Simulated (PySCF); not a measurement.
B3LYP has the VWN-RPA correlation part, as in Gaussian. Delta-SCF ions had no search for a lower state. Excitations are Tamm–Dancoff values on a coarser integration grid. The basis has no diffuse functions, so Rydberg states are missing or too high.

Cartesian coordinates (Å):
SMILES: [OH][Al]([OH])[OH]
```xyz
7

O      1.5702    -0.5818     0.2482
Al     0.0000     0.0000     0.0000
O     -0.2510     1.6382    -0.3449
O     -1.3192    -1.0564     0.0968
H      2.3461    -0.0216     0.2033
H     -1.1207     2.0119    -0.4926
H     -1.2254    -1.9902     0.2891
```
Charge 0, spin multiplicity 1.

**Question.** Give the HOMO–LUMO gap, total energy, S1 excitation (TDA), vertical ionisation energy (Delta-SCF), brightest of the four lowest singlets (TDA), HOMO, S1–T1 gap (TDA) and dipole moment at the level B3LYP-D3(BJ)/def2-TZVP run with PySCF.

**Answer.** 
```
Item                                               Result
-------------------------------------------  ------------
HOMO–LUMO gap                                     7.93 eV
total energy                                 -12795.58 eV
S1 excitation (TDA)                               6.72 eV
vertical ionisation energy (Delta-SCF)           11.27 eV
brightest of the four lowest singlets (TDA)       7.55 eV
HOMO                                             -8.73 eV
S1–T1 gap (TDA)                                   0.31 eV
dipole moment                                      0.00 D
```
